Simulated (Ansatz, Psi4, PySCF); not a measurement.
Species: Si2H4F, charge 0, multiplicity 2. SMILES: [SiH3][SiH]F
Geometry: optimised at B3LYP-D3(BJ)/def2-TZVP (Ansatz, a first-principles code).

Quantity: size of the dipole moment, in D. Set-up: LANL2DZ with its own core potentials from Na on; 6-311+G** with 5d, 6d on Na to Ar in Ansatz; dispersion terms only where a functional's name holds one; 6-31G* and kin with 6d, 5d where marked; UHF or UKS for open shells; no spin-orbit coupling; non-relativistic. First-principles rows: single points at B3LYP-D3(BJ) geometries (Ansatz).

```json
[
 {"level": "SVWN5/6-31G*", "program": "Ansatz", "size of the dipole moment (D)": "1.16"},
 {"level": "PBE/STO-3G", "program": "Ansatz", "size of the dipole moment (D)": "0.28"},
 {"level": "PBE/LANL2DZ", "program": "Ansatz", "size of the dipole moment (D)": "1.96"},
 {"level": "BP86/def2-SVP", "program": "PySCF", "size of the dipole moment (D)": "1.10"},
 {"level": "BP86/6-31G* (5d)", "program": "PySCF", "size of the dipole moment (D)": "1.08"},
 {"level": "B3LYP/STO-3G", "program": "Ansatz", "size of the dipole moment (D)": "0.43"},
 {"level": "B3LYP/3-21G", "program": "Ansatz", "size of the dipole moment (D)": "1.26"},
 {"level": "B3LYP/LANL2DZ", "program": "Ansatz", "size of the dipole moment (D)": "2.13"},
 {"level": "B3LYP/6-31G*", "program": "Ansatz", "size of the dipole moment (D)": "1.25"},
 {"level": "B3LYP/def2-SVP", "program": "Ansatz", "size of the dipole moment (D)": "1.26"},
 {"level": "B3LYP/cc-pVDZ", "program": "Ansatz", "size of the dipole moment (D)": "1.27"},
 {"level": "B3LYP/6-311+G**", "program": "Ansatz", "size of the dipole moment (D)": "1.60"},
 {"level": "M06-2X/6-311+G**", "program": "PySCF", "size of the dipole moment (D)": "1.72"},
 {"level": "wB97X-D/6-311+G**", "program": "Psi4", "size of the dipole moment (D)": "1.65"}
]
```

No value to compare with is used here. The 14 habitual levels span 0.28 (PBE/STO-3G) to 2.13 D (B3LYP/LANL2DZ).

The levels are drawn from those run, B3LYP/6-31G* more often than the rest, none by its result; left out are runs that failed, that the program found above a lower state of the same kind, or whose <S^2> lies over 0.5 above the pure value.
